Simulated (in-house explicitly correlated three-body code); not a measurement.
Computed with an exponentially correlated three-body code. Model: two electrons around a point charge, non-relativistic, variational in 260 exponentially correlated functions (energies converged to about 1e-7 hartree, or 1e-8 relative for large Z).

Command:
```bash
python run_hyl.py task.json out
```
Settings (lengths in bohr, energies in hartree):
```
Z                      26
screening              5.2
interaction_strength   1
functions              260
states_tried           13
```

Time taken, with all properties: 110 s on 1 thread of AMD EPYC 7R43 64-Core Processor (Zen 3), with other jobs on the host.

**Those bound S and P states to n = 4 that converged, binding against the one-electron ion.**

Given: nuclear charge 26; Yukawa screening of all interactions 5.2 1/bohr.

Computed: one-electron threshold -220.922554 hartree.

```
term  energy (hartree)  binding (eV)
1 1S       -430.431309          5701
2 3S        -228.05828        194.17
2 1S                 ?             ?
2 3P        -222.46403        41.946
2 1P       -222.227992        35.523
```

(1) What belongs in the row 2 1S?

**Converged states only, values per electron or pair (inverse distances are <exp(-kr)/r>).**

```tsv
term	mean r (bohr)	mean r squared (bohr²)	mean inverse r (1/bohr)	mean r12 (bohr)	mean inverse r12 (1/bohr)	mean cosine	mean p1 dot p2 (bohr⁻²)	delta r1 (bohr⁻³)	delta r12 (bohr⁻³)
1 1S	0.060512	0.0049289	20.564	0.0887	11.266	-0.0049215	3.0461	5182.6	601
2 3S	0.20094	0.074543	11.289	0.34951	1.0148	-0.00085621	0.074046	2808.1	-
2 1S	?	?	?	?	?	?	?	?	?
2 3P	0.22144	0.10657	11.07	0.39142	1.1326	-0.029012	-17.116	2657.3	-
2 1P	0.22937	0.11664	11.042	0.40312	1.2974	0.024613	16.059	2660.8	10.485
```

(2) What belongs in the row 2 1S?

**Electric-dipole lines between converged S and P states, rate of the upper state's decay.**

| s state | p state | p minus s (eV) | oscillator strength from s | rate (1/s) |
| --- | --- | --- | --- | --- |
| 1 1S | 2 1P | 5665.5 | 0.30951 | 1.4369e+14 |
| 2 1S | 2 1P | 144.87 | 0.45013 | 1.3664e+11 |
| 2 3S | 2 3P | 152.23 | 0.44677 | 1.4975e+11 |

**Static dipole response.**

```
state  polarisability (bohr³)
 1 1S              2.4524e-05
```

Answers

(1) energy (hartree): -227.551929; binding (eV): 180.39.

(2) mean r (bohr): 0.20543; mean r squared (bohr²): 0.078543; mean inverse r (1/bohr): 11.26; mean r12 (bohr): 0.35655; mean inverse r12 (1/bohr): 1.4622; mean cosine: -0.0013259; mean p1 dot p2 (bohr⁻²): 0.1317; delta r1 (bohr⁻³): 2801.3; delta r12 (bohr⁻³): 53.882.
